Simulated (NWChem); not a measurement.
Species: GaH, singlet; SMILES [GaH]

```xyz
2

Ga     0.0000     0.0000    -0.0517
H      0.0000     0.0000    -1.7341
```
Atoms are numbered in this order, from 1.

Low-valent species are run as closed-shell singlets; no triplet was tried in these runs. Structure relaxed at the PBE0/def2-SVP level.

Q: Give the principal values of the shielding tensors (ppm) of Ga1 from PBE0/cc-pVDZ, GIAO (NWChem), with their diamagnetic and paramagnetic parts as GIAO splits them.

A: 
| atom | σ11 | σ22 | σ33 | isotropic | diamagnetic | paramagnetic |
|---|---|---|---|---|---|---|
| Ga1 | 251.2 | 251.2 | 2634.2 | 1045.5 | 2635.2 | -1589.7 |
